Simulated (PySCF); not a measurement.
A calculated (M06-2X, PySCF 2.14, cc-pVDZ-DK, the spin-free X2C one-electron Hamiltonian (Gaussian nucleus)) atom or ion has these occupied shells.

| shell | electrons | orbital energy (eV) | rms radius, mean of both spins (bohr) |
| --- | --- | --- | --- |
| 1s | 2 | -860.19 | 0.183 |
| 2s | 2 | -43.425 | 0.983 |
| 2p | 6 | -17.625 | 1.09 |

**Question.** Name the element and its charge.

**Answer.** Ne (neon, neutral), in [Ne], closed-shell 1S.
